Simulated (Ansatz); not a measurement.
`[SeH][SeH]` + `NBO` → `NB(O)[SeH]` + H₂Se  (formal exchange of groups at the Se–Se bond)

Calculated with Ansatz (gas phase, PBE0-D4/def2-TZVP geometries, no zero-point term in ΔE). CCSD(T)/CBS is the MP2 limit (def2-TZVPP, def2-QZVPP) plus CCSD(T) − MP2 in def2-TZVPP, frozen cores. This one scheme is used for every species. DFT in def2-TZVPP. HSE06 is defined as in plane-wave codes. For Se outer-core shells are correlated without core-valence functions, which leaves a few kJ/mol of doubt a bond. Scalar relativity is left out up to krypton. One conformer a species, not always the lowest.

`[SeH][SeH]`:

Z-matrix (Å, degrees):
```
Se
Se 1 2.324
H 1 1.473 2 96.5
H 2 1.473 1 96.5 3 -90.7
```

`NBO`:

Z-matrix (Å, degrees):
```
N
B 1 1.397
H 1 1.003 2 122.7
H 1 1.006 2 122.6 3 -180.0
O 2 1.371 1 118.7 3 -180.0
H 2 1.202 1 119.9 3 -0.0
H 5 0.957 2 112.5 1 -180.0
```

`NB(O)[SeH]`:

Z-matrix (Å, degrees):
```
N
B 1 1.404
H 1 1.006 2 123.3
H 1 1.003 2 123.1 3 -180.0
O 2 1.366 1 124.1 3 0.0
Se 2 1.975 1 122.4 3 -180.0
H 5 0.959 2 114.5 1 0.0
H 6 1.467 2 95.3 1 0.0
```

H₂Se:

Cartesian coordinates in Å:
```
Se 0.276 -0.096 0.619
H 0.804 -0.087 -0.749
H -1.079 0.183 0.130
```

**Question.** Is it downhill or uphill in electronic energy at CCSD(T)/CBS, and by how much? (Estimate.)

**Answer.** Ansatz gave: Downhill: ΔE = -0.43 eV.

**Question.** What do these levels give: LDA (SPW92), B97M-V, PBE0-D4, ωB97M-V, PBE-QIDH, HSE06, RPA@PBE/def2-TZVPP, SCS-MP2/def2-TZVPP, CCSD(T)/def2-TZVPP, SCS-MP2/def2-QZVPP, HF/CBS(def2), MP2/CBS(def2)? (Best estimate.)

**Answer.** Computed: LDA (SPW92) -0.44, B97M-V -0.42, PBE0-D4 -0.38, ωB97M-V -0.39, PBE-QIDH -0.44, HSE06 -0.35, RPA@PBE/def2-TZVPP -0.43, SCS-MP2/def2-TZVPP -0.44, CCSD(T)/def2-TZVPP -0.47, SCS-MP2/def2-QZVPP -0.41, HF/CBS(def2) -0.33, MP2/CBS(def2) -0.46 eV.

Largest T1 diagnostic among the species: 0.012.

In def2-TZVPP, CCSD(T) changes the Hartree–Fock value by −0.11 eV (the triples alone add −0.00 eV) and MP2 by −0.14 eV. From BLYP to BHLYP (50 % exact exchange), in def2-TZVPP and without D4, ΔE moves by −0.11 eV.
